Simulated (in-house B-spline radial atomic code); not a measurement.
Ionisation energies along the 61-electron series, configuration 1s2 2s2 2p6 3s2 3p6 3d10 4s2 4p6 4d10 4f5/2(6) 4f7/2(6) 5s2 5p1/2(1), as differences of self-consistent energies. Dirac energy differences include first-order Breit, QED and recoil terms. NIST's values go from ground level to ground level; the uncertainty of those that are theory runs from under 0.1 % in few-electron ions to several per cent in heavy many-electron ones. Computed with a radial B-spline atomic code at the basis-set limit: Dirac-Hartree-Fock, jj configuration that fills j = l - 1/2 first, finite nuclei.

A number in brackets counts the electrons of a j subshell.

```json
{"ion": "Yb9+", "configuration after": "[Kr] 4d10 4f5/2(6) 4f7/2(6) 5s2", "ionisation energy (eV)": "171.58", "IE/(q+1)² (eV)": "1.7158", "-ε less Coulomb ΔSCF (eV)": "-", "Breit and QED recoil part (eV)": "-0.23733", "tabulated value (eV)": "182", "tabulated kind": "tabulated theory", "computed minus tabulated (eV)": "-10.42"}
{"ion": "Lu10+", "configuration after": "[Kr] 4d10 4f5/2(6) 4f7/2(6) 5s2", "ionisation energy (eV)": "196.48", "IE/(q+1)² (eV)": "1.6238", "-ε less Coulomb ΔSCF (eV)": "0.13088", "Breit and QED recoil part (eV)": "-0.26733", "tabulated value (eV)": "205", "tabulated kind": "tabulated theory", "computed minus tabulated (eV)": "-8.52"}
{"ion": "Hf11+", "configuration after": "[Kr] 4d10 4f5/2(6) 4f7/2(6) 5s2", "ionisation energy (eV)": "222.78", "IE/(q+1)² (eV)": "1.5471", "-ε less Coulomb ΔSCF (eV)": "0.46016", "Breit and QED recoil part (eV)": "-0.30028", "tabulated value (eV)": "230", "tabulated kind": "tabulated theory", "computed minus tabulated (eV)": "-7.22"}
```
